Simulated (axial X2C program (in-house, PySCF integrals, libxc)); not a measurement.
Curves of IrBr from open-shell CI on d8 s0

Calculated with an in-house all-electron X2C program for linear molecules (integrals from PySCF): two-component X2C with atomic mean-field Coulomb and Gaunt terms, basis Ir dyall-v3z, Br dyall-v3z (cores contracted in-house). Orbitals come from Hartree–Fock averaged over the configuration Ir d8 s0; CI then distributes these electrons over the d, s shells of Ir. The speed of light was multiplied by 2, so these are model numbers.

Scan along the bond; masses Ir 192.963 u, Br 78.918 u. Energies in cm⁻¹ from the lowest point; levels are followed by energy order within each Ω. Lowest level at 2.569 Å: 100% d8.

```csv
R (Å),(1)Ω=3,(1)Ω=2,(1)Ω=1,(1)Ω=0,(1)Ω=4,(2)Ω=2,(2)Ω=1,(2)Ω=0,(2)Ω=3
2.389,1404,1598,2010,2342,3059,3393,3533,3629,4530
2.479,314,483,871,1176,1924,2287,2417,2495,3401
2.569,0,139,494,764,1526,1944,2065,2119,3010
2.672,306,408,719,946,1709,2212,2320,2345,3203
2.775,1090,1155,1420,1607,2357,2957,3049,3049,3864
2.890,2318,2346,2562,2708,3435,4148,4218,4198,4957
3.031,4105,4094,4255,4362,5051,5898,5939,5903,6592
```

Fit the curves (1)Ω=3, (1)Ω=2, (1)Ω=1, (1)Ω=0, (1)Ω=4, (2)Ω=2, (2)Ω=1, (2)Ω=0, (2)Ω=3 near their minima.

From the open-shell CI curves, Te from the lowest:

```tsv
level	Te (cm⁻¹)	Re (Å)	ωe (cm⁻¹)
(1)Ω=3	0	2.570	201.0
(1)Ω=2	138	2.575	198.5
(1)Ω=1	489	2.582	195.2
(1)Ω=0	752	2.588	192.5
(1)Ω=4	1515	2.588	190.4
(2)Ω=2	1943	2.575	198.1
(2)Ω=1	2063	2.577	197.1
(2)Ω=0	2114	2.582	195.4
(2)Ω=3	3001	2.586	191.3
```

Without dynamic correlation distances can be off by several hundredths of an Å (long for ionic bonds, short for multiple bonds) and the wavenumbers are rough.

The 9 lowest curves are shown; the next is (3)Ω=1, from 3156 cm⁻¹.

There is no dynamic correlation: spin–orbit spacings and, for f shells, spacings inside one term are the most reliable numbers, splittings between terms come out too wide, and energies between configurations are not reliable, so the lowest level need not be the ground state of the molecule. For d shells the ligand-field splittings (σ, π, δ) and their order can be off by a thousand cm⁻¹ or more. At most 4 roots were kept for each Ω > 0 (twice that for Ω = 0) within 3.2 eV of the lowest, so higher up levels can be missing between those listed; levels with Ω > 0 are doubly degenerate and listed once, Ω = 0 levels singly. States that fill the shells left empty in the average are placed too high.
